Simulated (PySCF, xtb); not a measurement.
# Relaxing a trial structure of BrClHSi2+

The starting geometry of this gas-phase singlet has its atoms placed at random.

```xyz
5

Br   -0.4793   -0.4264    0.3873
Cl    1.5245   -0.0975    1.0362
Si    1.0479    0.6079   -1.2654
Si   -0.5886    1.8031   -0.4323
H    -0.7737    0.3520   -0.9595
```

Task: Guess where an optimisation with r2SCAN-D4/def2-SVP ends from this start.

Result: It ends as a structure given below by its coordinates. Distances that change by over a tenth: Br1–Si3 (2.48 → 2.22 Å), Br1–Si4 (2.38 → 2.97 Å). Contacts that open: Br1–Cl2 (2.13 → 3.58 Å), Br1–H5 (1.58 → 3.13 Å). Contacts that close: Cl2–Si3 (2.45 → 2.00 Å).

The energy falls by 7.51 eV over 66 steps:

```tsv
step	E − E(last) (eV)
1	7.514
8	0.788
15	0.166
23	0.027
30	0.002
37	0.000
44	0.000
52	0.000
59	0.000
66	0.000
```

Final geometry (Å):

```yaml
atoms:
  - { symbol: Br, position_ang: [-0.7300, -0.7202, 1.0564] }
  - { symbol: Cl, position_ang: [2.8348, -0.5303, 1.3664] }
  - { symbol: Si, position_ang: [1.2085, 0.1840, 0.4531] }
  - { symbol: Si, position_ang: [-0.1950, 1.5251, -0.8159] }
  - { symbol: H, position_ang: [0.1367, 0.3452, -1.7548] }
```

From the same start GFN2-xTB ends elsewhere, in pieces: BrCl + HSi2.

From so rough a start the end depends on the optimiser's path, so another program may land elsewhere. The end wasn't checked by frequencies. Run with PySCF 2.14.0, 8.1 min on 2 threads of Arm Neoverse V2, with other jobs on the host.
